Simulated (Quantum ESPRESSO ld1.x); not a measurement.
Q: C3.9+, 2.1 electrons, occupied as [He] 2s(up 0.1, down 0) (fractional occupations, a model configuration). Calculated with ld1.x of Quantum ESPRESSO 7.5: scalar-relativistic Kohn-Sham, LDA (Slater exchange, VWN5 correlation), spin-polarised, spherical densities, point nucleus. Some entries of the table are withheld. Estimate them.

orbital,occ.,eigenvalue (hartree),<r> (bohr),<1/r> (bohr^-1)
1s up,1,-12.9439,(1),5.649
1s down,1,-12.9389,(2),5.650
2s up,0.1,(3),1.226,(4)
2s down,0,(5),1.230,(6)

A: 
(1) 1s up <r> (bohr): 0.2697
(2) 1s down <r> (bohr): 0.2696
(3) 2s up eigenvalue (hartree): -2.54987
(4) 2s up <1/r> (bohr^-1): 1.199
(5) 2s down eigenvalue (hartree): -2.50056
(6) 2s down <1/r> (bohr^-1): 1.197
